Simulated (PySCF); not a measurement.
# Computed spin Hamiltonian

Compound: C3H11OSi3 (doublet state).
Structure used (GFN2-xTB), in Å, numbered top down from 1:
```xyz
18
C3H11OSi3 angstrom
Si     2.2187   -1.1893   -0.3121
O      1.5490    0.2733   -0.4707
Si     0.8744    1.7379   -0.3525
C     -0.7904    1.7298   -1.2698
Si    -2.0745    0.4965   -0.5799
C     -1.6619   -1.3435   -0.4728
C     -1.6894   -0.6200    0.8973
H      1.5130   -1.8977    0.7539
H      2.0523   -1.8318   -1.6144
H      3.6233   -0.9810    0.0333
H      1.8243    2.6540   -0.9846
H      0.6843    2.0351    1.0679
H     -1.2097    2.7341   -1.2342
H     -0.6326    1.5013   -2.3244
H     -0.6873   -1.6964   -0.7884
H     -2.4168   -2.1082   -0.5980
H     -0.7298   -0.5310    1.3911
H     -2.4557   -0.9566    1.5818
```

The hyperfine couplings belong to this conformer and change with its torsions.

Identity: `[SiH3]O[SiH2]C[Si]1CC1` [radical].

Method: PySCF, UKS B3LYP, pcH-1 on C H O Si, non-relativistic, mean-field spin-orbit, GIAO. Geometry: GFN2-xTB, one conformer, isolated molecule. The geometry wasn't refined by DFT: couplings that depend on bond lengths, twists or pyramidal angles can differ widely from those at the functional's own minimum, by a factor of two or more for some ions and for spin on atoms past the first row. Stability of the SCF solution: not tested.

```
g1, g2, g3                      : 2.00147, 2.00430, 2.00950
g_iso                           : 2.00509
Form of g                       : rhombic: the two nearest values differ by 35 % of g3 − g1
⟨S²⟩                            : 0.7518 (exact 0.7500)
α and β electrons               : 40, 39
HOMO–LUMO gap, α and β orbitals : 5.72, 3.47 eV
Total energy                    : -1064.69605 Eh
```

Isotropic coupling and dipolar principal values T1 to T3, in MHz; ρ(0) is the spin density at the nucleus:

```csv
atom,isotope,a_iso,of which spin–orbit,T1,T2,T3,Mulliken spin population,ρ(0) (bohr⁻³)
Si1,29Si,-0.1,0.0,-0.1,-0.1,0.2,0.00,0.0001
O2,17O,0.5,0.0,-0.4,0.1,0.2,0.00,-0.0008
Si3,29Si,-28.7,0.0,-8.0,3.6,4.4,0.02,0.0323
C4,13C,49.7,0.0,-9.8,-9.0,18.8,0.06,0.0442
Si5,29Si,-672.2,0.6,-142.5,67.3,75.2,0.83,0.7570
C6,13C,10.5,0.0,-5.9,-5.0,10.9,0.03,0.0093
C7,13C,16.8,0.0,-7.3,-6.5,13.7,0.05,0.0149
H8,1H,0.9,0.0,-0.8,-0.6,1.4,0.00,0.0002
H9,1H,0.1,0.0,-0.5,-0.5,1.0,0.00,0.0000
H10,1H,0.0,0.0,-0.4,-0.3,0.6,0.00,0.0000
H11,1H,21.2,0.0,-1.3,-0.4,1.7,0.01,0.0047
H12,1H,-1.3,0.0,-1.5,-0.7,2.2,0.00,-0.0003
H13,1H,8.7,0.0,-6.7,-3.0,9.7,0.00,0.0019
H14,1H,-5.3,0.0,-6.1,-1.1,7.2,0.00,-0.0012
H15,1H,5.2,0.0,-4.1,-0.6,4.7,0.00,0.0012
H16,1H,12.2,0.0,-3.7,-3.1,6.8,0.00,0.0027
H17,1H,5.9,0.0,-4.7,-0.6,5.3,0.00,0.0013
H18,1H,8.3,0.0,-4.2,-3.1,7.3,0.00,0.0018
```

The largest Mulliken spin population is on Si5 (+0.83). The angles at Si5 add up to 290.4°, so it is pyramidal.

Axes: g3 points within 7° of the C4–Si5 bond.

Under fast tumbling the dipolar parts average out, and these isotropic splittings remain: 2 × 1H (H11/H12, I = 1/2, 3 lines) with 0.35 mT, 4 × 1H (H15/H16/H17/H18, I = 1/2, 5 lines) with 0.28 mT and 2 × 1H (H13/H14, I = 1/2, 3 lines) with 0.06 mT.

Nuclei that the bonding pattern makes equivalent are averaged, as if the motion that swaps them (rotation, inversion, ring flip) were fast. The 1H value of +9.9 MHz is a mean of couplings from -1.3 to 21.2 MHz in this one geometry, not an average over conformers. The 1H value of +1.7 MHz is a mean of couplings from -5.3 to 8.7 MHz in this one geometry, not an average over conformers.

The 13C coupling of C4 (49.7 MHz) shows only in satellite lines or after enrichment, since that isotope makes up about 1.07 % of natural carbon.

The 29Si coupling of Si5 (-672.2 MHz) shows only in satellite lines or after enrichment, since that isotope makes up about 4.7 % of natural silicon.

Hardware: one thread, Arm Neoverse V1 (aarch64), no GPU, on a shared host. Cost: 2.4 min wall (grids of density and orbitals included), 1.1 GiB resident at most.
